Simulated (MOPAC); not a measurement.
Job for MOPAC: PM3 on CH3FOSn (SMILES C[O][Sn][F]), a point of a torsion scan.

```
PM3 1SCF PRECISE CHARGE=0 THREADS=1
CH3FOSn

C     -0.94646629 1    -0.22239739 1     0.25815299 1
O     -0.45267232 1     1.03523290 1    -0.14815365 1
Sn    -0.09166616 1     2.67589285 1    -1.22837508 1
F     -1.11443681 1     2.44923173 1    -3.04441296 1
H     -0.62621921 1    -0.99849024 1    -0.43841640 1
H     -2.03685539 1    -0.20900947 1     0.28999993 1
H     -0.56023529 1    -0.45147871 1     1.25444219 1
```

It printed:

```
*******************************************************************************
 **                                                                           **
 **                              MOPAC v23.2.5                                **
 **                                                                           **
 *******************************************************************************
 ** MOPAC's Digital Object Identifier: https://doi.org/10.5281/zenodo.6511958 **
 **                                                                           **
 ** Please cite the open-source release paper for use of this MOPAC version:  **
 ** J. E. Moussa and J. J. P. Stewart (2026)                                  **
 ** MOPAC: An open-source semiempirical molecular orbital program             **
 ** J. Open Source Softw., 11(119), 8025, https://doi.org/10.21105/joss.08025 **
 *******************************************************************************

                              PM3 CALCULATION RESULTS

 *******************************************************************************
 *  PM3        - The PM3 Hamiltonian to be used
 *
 *
 *
 *                 CHARGE ON SYSTEM = 0
 *
 *
 *
 *  PRECISE    - TIGHTER CRITERIA TO BE USED
 *  1SCF       - DO 1 SCF AND THEN STOP
 *  THREADS=1  - MULTI-THREADING NOT USED
 *  T=         - A TIME OF 172800.0 SECONDS REQUESTED
 *  DUMP=N     - RESTART FILE WRITTEN EVERY 7200.0 SECONDS REQUESTED
 *******************************************************************************
PM3 1SCF PRECISE CHARGE=0 THREADS=1
 CH3FOSn

   ATOM   CHEMICAL          X               Y               Z
  NUMBER   SYMBOL      (ANGSTROMS)     (ANGSTROMS)     (ANGSTROMS)

     1       C         -0.94646629  *  -0.22239739  *   0.25815299  *
     2       O         -0.45267232  *   1.03523290  *  -0.14815365  *
     3      Sn         -0.09166616  *   2.67589285  *  -1.22837508  *
     4       F         -1.11443681  *   2.44923173  *  -3.04441296  *
     5       H         -0.62621921  *  -0.99849024  *  -0.43841640  *
     6       H         -2.03685539  *  -0.20900947  *   0.28999993  *
     7       H         -0.56023529  *  -0.45147871  *   1.25444219  *



          CARTESIAN COORDINATES

    NO.       ATOM           X           Y           Z

     1         C         -0.9465     -0.2224      0.2582
     2         O         -0.4527      1.0352     -0.1482
     3        Sn         -0.0917      2.6759     -1.2284
     4         F         -1.1144      2.4492     -3.0444
     5         H         -0.6262     -0.9985     -0.4384
     6         H         -2.0369     -0.2090      0.2900
     7         H         -0.5602     -0.4515      1.2544

  H: (PM3): J. J. P. STEWART, J. COMP. CHEM. 10, 209 (1989).
  C: (PM3): J. J. P. STEWART, J. COMP. CHEM. 10, 209 (1989).
  O: (PM3): J. J. P. STEWART, J. COMP. CHEM. 10, 209 (1989).
  F: (PM3): J. J. P. STEWART, J. COMP. CHEM. 10, 209 (1989).
 Sn: (PM3): J. J. P. STEWART, J. COMP. CHEM. 12, 320-341 (1991).

           Empirical Formula: C H3 O Sn F  =     7 atoms



      MOLECULAR POINT GROUP   :   Cs


      RHF CALCULATION, NO. OF DOUBLY OCCUPIED LEVELS = 12


 -------------------------------------------------------------------------------
 PM3 1SCF PRECISE CHARGE=0 THREADS=1
 CH3FOSn



     1SCF WAS SPECIFIED, SO BFGS WAS NOT USED
     SCF FIELD WAS ACHIEVED


                              PM3 CALCULATION
                                                       MOPAC v23.2.5 Linux




          FINAL HEAT OF FORMATION =        -87.81398 KCAL/MOL =    -367.41371 KJ/MOL


          COSMO AREA              =        125.17 SQUARE ANGSTROMS
          COSMO VOLUME            =        112.83 CUBIC ANGSTROMS

          IONIZATION POTENTIAL    =         10.193717 EV
          HOMO LUMO ENERGIES (EV) =        -10.194 -1.304
          NO. OF FILLED LEVELS    =         12
          MOLECULAR WEIGHT        =        168.7225         POINT GROUP:  Cs

          MOLECULAR DIMENSIONS (Angstroms)

            Atom       Atom       Distance
            H     7    F     4     5.21550
           Sn     3    H     5     2.72990
           Sn     3    H     6     1.67316


          SCF CALCULATIONS        =          1





   ATOM   CHEMICAL          X               Y               Z
  NUMBER   SYMBOL      (ANGSTROMS)     (ANGSTROMS)     (ANGSTROMS)

     1       C         -0.94646629  *  -0.22239739  *   0.25815299  *
     2       O         -0.45267232  *   1.03523290  *  -0.14815365  *
     3      Sn         -0.09166616  *   2.67589285  *  -1.22837508  *
     4       F         -1.11443681  *   2.44923173  *  -3.04441296  *
     5       H         -0.62621921  *  -0.99849024  *  -0.43841640  *
     6       H         -2.03685539  *  -0.20900947  *   0.28999993  *
     7       H         -0.56023529  *  -0.45147871  *   1.25444219  *

                             CARTESIAN COORDINATES

   1    C       -0.946466290    -0.222397390     0.258152990
   2    O       -0.452672320     1.035232900    -0.148153650
   3   Sn       -0.091666160     2.675892850    -1.228375080
   4    F       -1.114436810     2.449231730    -3.044412960
   5    H       -0.626219210    -0.998490240    -0.438416400
   6    H       -2.036855390    -0.209009470     0.289999930
   7    H       -0.560235290    -0.451478710     1.254442190


           Empirical Formula: C H3 O Sn F  =     7 atoms



      MOLECULAR POINT GROUP   :   Cs


                  EIGENVALUES
 -36.08292 -26.21008 -18.31959 -16.47879 -14.95013 -14.91790 -14.51863 -13.82579
 -13.81770 -10.62768 -10.58355 -10.19372  -1.30425   0.31616   0.96541   4.22932
   4.79778   4.85293   5.79145


              NET ATOMIC CHARGES AND DIPOLE CONTRIBUTIONS

  ATOM NO.   TYPE          CHARGE      No. of ELECS.   s-Pop       p-Pop
    1          C           0.201139        3.7989     1.11131     2.68755
    2          O          -0.696166        6.6962     1.80344     4.89273
    3         Sn           0.996659        3.0033     1.84753     1.15581
    4          F          -0.495669        7.4957     1.76553     5.73014
    5          H          -0.006112        1.0061     1.00611
    6          H          -0.006076        1.0061     1.00608
    7          H           0.006225        0.9938     0.99378
 DIPOLE           X         Y         Z       TOTAL
 POINT-CHG.     2.875     3.324     2.154     4.895
 HYBRID        -1.578    -2.464    -0.458     2.961
 SUM            1.297     0.860     1.696     2.302


          ATOMIC ORBITAL ELECTRON POPULATIONS

     Atom    s        px        py        pz
    1  C   1.11131   0.93092   0.81503   0.94160
    2  O   1.80344   1.76029   1.34216   1.79027
    3 Sn   1.84753   0.35689   0.40629   0.39263
    4  F   1.76553   1.92197   1.96635   1.84182
    5  H   1.00611
    6  H   1.00608
    7  H   0.99378

 **********************
 *                    *
 * JOB ENDED NORMALLY *
 *                    *
 **********************




 == MOPAC DONE ==
```

The run finished.

Cost: roughly 0.05 core-seconds.
